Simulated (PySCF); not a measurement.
FHSi, SMILES [SiH]F (connectivity only; charge and spin as stated), charge +1, multiplicity 2. Atoms are numbered in the order given.

```xyz
3

Si     0.1262     0.5433     0.0000
H     -1.1724     1.3219     0.0000
F     -0.0661    -0.9920     0.0000
```
Charge +1, spin multiplicity 2.

Geometry: TPSSh-D3(BJ)/def2-TZVPD. The spin state was assumed, not searched. The isomer is the one that the SMILES or the coordinates give; other isomers of the formula were not compared.

Method: PySCF with PBE/pcH-1.

Unrestricted Kohn–Sham, ⟨S²⟩ = 0.753. Hyperfine tensors hold the contact and dipolar terms, without spin-orbit corrections.

Estimate the hyperfine couplings. (Estimate from the structure and the level; the computed values follow.)


```tsv
nucleus	A(iso) (MHz)	A(iso) (G)	dipolar principal values (MHz)
29Si no. 1	-943.5	-336.7	-138.1, 65.1, 73.0
1H no. 2	511.7	182.6	-5.7, -3.6, 9.3
19F no. 3	121.6	43.4	-195.9, -169.3, 365.2
```

And the g tensor (effective nuclear charges for spin-orbit coupling, GIAO)? (Estimate from the structure and the level; the computed values follow.)

principal values 1.9901, 2.0020, 2.0034; isotropic 1.9985.
